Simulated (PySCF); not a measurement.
## Electron correlation in Be (beryllium, neutral)

[He] 2s1 2p1, high-spin 3P determinant (an excited configuration). Calculation: PySCF 2.14, in x2c-QZVPPall (7s4p2d1f, 36 functions); the spin-free X2C one-electron Hamiltonian (Gaussian nucleus). Frozen: 1s2; 2 electrons correlated.

With two correlated electrons CCSD is exact within the correlated space (frozen core and kept virtual orbitals).

| level | correlation energy (mhartree) |
| --- | --- |
| CCSD | -4.90 |

Diagnostics: T1 = 0.0042, D1 = 0.0068, largest double amplitude 0.041.

Q: Is a single reference adequate?

A: Yes: T1 lies below 0.03 and no double amplitude reaches 0.07.

The basis was made for the ground configuration and has no added diffuse functions, which can raise the energy of the promoted electron.
